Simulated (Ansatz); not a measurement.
Two structures of Si$_{2}$NH$_{9}$O, closed shell, reached by relaxing down either side of one saddle point (PBE0-D4/def2-TZVP). Energies are electronic, without zero-point energy. Program: Ansatz 0.2.0. Basis: def2-TZVPP and def2-QZVPP. Cores are frozen in the correlated methods. Extrapolation: Hartree–Fock as exp(−7.88 √X), correlation as X^−2.97. First:

```
atom    x (Å)    y (Å)    z (Å)
 Si1  -0.8014   1.0309   0.2697
  O2   0.6119   1.5136   1.0153
  H3  -0.8473   1.5156  -1.1377
  H4  -1.9112   1.7336   0.9909
 Si5  -1.0802  -1.2868   0.3587
  H6   1.9305  -1.2506  -0.9310
  N7   1.4876  -0.3433  -1.0000
  H8   0.5087   2.2563   1.6112
  H9  -2.3340  -1.6533   1.0862
 H10  -1.1826  -1.8660  -1.0069
 H11   0.0459  -1.9282   1.0898
 H12   1.5881  -0.0198  -1.9536
 H13   1.9840   0.2980  -0.3926
```

Second:

```json
{"atom": "Si1", "x (Å)": "-0.7435", "y (Å)": "0.6886", "z (Å)": "-0.7959"}
{"atom": "O2", "x (Å)": "1.7113", "y (Å)": "-0.2896", "z (Å)": "1.4491"}
{"atom": "H3", "x (Å)": "-1.5648", "y (Å)": "0.6381", "z (Å)": "-2.0438"}
{"atom": "H4", "x (Å)": "-1.1018", "y (Å)": "1.9513", "z (Å)": "-0.0938"}
{"atom": "Si5", "x (Å)": "-1.2198", "y (Å)": "-1.1940", "z (Å)": "0.5220"}
{"atom": "H6", "x (Å)": "1.6398", "y (Å)": "0.2671", "z (Å)": "0.6529"}
{"atom": "N7", "x (Å)": "0.9757", "y (Å)": "0.7916", "z (Å)": "-1.1067"}
{"atom": "H8", "x (Å)": "1.6909", "y (Å)": "0.3142", "z (Å)": "2.1940"}
{"atom": "H9", "x (Å)": "-2.6092", "y (Å)": "-1.6201", "z (Å)": "0.1822"}
{"atom": "H10", "x (Å)": "-0.3018", "y (Å)": "-2.3123", "z (Å)": "0.1851"}
{"atom": "H11", "x (Å)": "-1.1747", "y (Å)": "-0.8950", "z (Å)": "1.9736"}
{"atom": "H12", "x (Å)": "1.3902", "y (Å)": "0.0094", "z (Å)": "-1.5958"}
{"atom": "H13", "x (Å)": "1.3076", "y (Å)": "1.6507", "z (Å)": "-1.5230"}
```

(1) Which bonds change from the first to the second?

(2) Give the saddle point's structure and its height above each. (An estimate is asked for; the value comes from the calculation.)

T1 diagnostic: at most 0.013.

Answers

(1) Si₂H₆O ([OH][SiH2][SiH3]) + NH₃ → Si₂NH₇ ([NH2][SiH2][SiH3]) + H₂O; bonds formed: Si1–N7, O2–H6; bonds broken: Si1–O2, H6–N7.

(2) By the calculation: 1.471 eV above the first and 1.119 eV above the second (CCSD(T) at an estimated basis limit (MP2 extrapolated from triple and quadruple zeta, plus CCSD(T) − MP2 in triple zeta)).
```
atom    x (Å)    y (Å)    z (Å)
 Si1  -0.4304   0.6610  -0.2411
  O2   1.0844   0.2308   1.1424
  H3  -1.2591   0.9354  -1.4862
  H4  -0.6317   1.9500   0.4743
 Si5  -1.2773  -1.3595   0.5586
  H6   1.6322   0.4617  -0.0175
  N7   1.2227   0.5833  -1.1288
  H8   1.1813   0.8314   1.8834
  H9  -2.5940  -1.7258  -0.0392
 H10  -0.3089  -2.4341   0.1960
 H11  -1.4212  -1.3320   2.0374
 H12   1.3429  -0.2217  -1.7317
 H13   1.4589   1.4196  -1.6479
```

Labels in which every atom is bracketed show which atoms are joined, not bond orders.

For scale, one of the runs: CCSD(T)/def2-TZVPP, 272 basis functions, launched by `ansatz run in.yaml --threads 8 --pin off --events-out ev --progress --plain --max-ram 19148MiB`. Hardware: 8 CPU threads of an AMD EPYC 9R45, shared host. Wall time 27 s; peak host memory 6.9 GiB.
